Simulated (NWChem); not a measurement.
System: CH6OSi2; SMILES C1[SiH2]O[SiH2]1

```xyz
10

C      0.0000     0.0000     1.3564
Si     1.2601     0.0000    -0.0641
O      0.0000     0.0000    -1.2049
Si    -1.2601     0.0000    -0.0641
H      0.0000    -0.8962     1.9949
H      0.0000     0.8962     1.9949
H      2.1148     1.2177    -0.1736
H      2.1148    -1.2177    -0.1736
H     -2.1148    -1.2177    -0.1736
H     -2.1148     1.2177    -0.1736
```
Atoms are numbered in this order, from 1.

Program: NWChem. The geometry was optimised at PBE0/def2-SVP.

Problem. Among these, which level gives the lowest value of “orbital gap (eV)”?
A. TPSS/cc-pVDZ
B. TPSS/aug-cc-pVDZ
C. TPSS/cc-pVTZ

Solution. B, TPSS/aug-cc-pVDZ. Values: TPSS/aug-cc-pVDZ 5.92; TPSS/cc-pVTZ 6.12; TPSS/cc-pVDZ 6.22
